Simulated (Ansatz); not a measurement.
```xyz
2

Mo    0.0000    0.0000    0.0000
Mn    0.0000    0.0000    5.7500
```

Basis set: pcseg-2 on Mn; def2-TZVPP on Mo (spherical functions, with the set's core potentials past Kr). Some runs use density fitting. Charge 0, multiplicity 2.

Computed with Ansatz (development build ahead of 0.2.0); each method stands on the lowest determinant of its kind that the runs found.

Question: Give the atomization energy at this shape (free ground-state atoms in the same class of orbitals less the molecule, no zero-point energy) of doublet MnMo by PBE0 (unrestricted), PBE (unrestricted), UHF.

Answer:

```csv
method,atomization energy
PBE0 (unrestricted),0.9 kJ/mol
PBE (unrestricted),1.4 kJ/mol
UHF,0.0 kJ/mol
```

Caution: other spin multiplicities were not run; the shape is not the minimum; the unrestricted determinant is a mixture of spin states. Caution for PBE0 (unrestricted), PBE (unrestricted): charge can spread falsely over distant fragments.
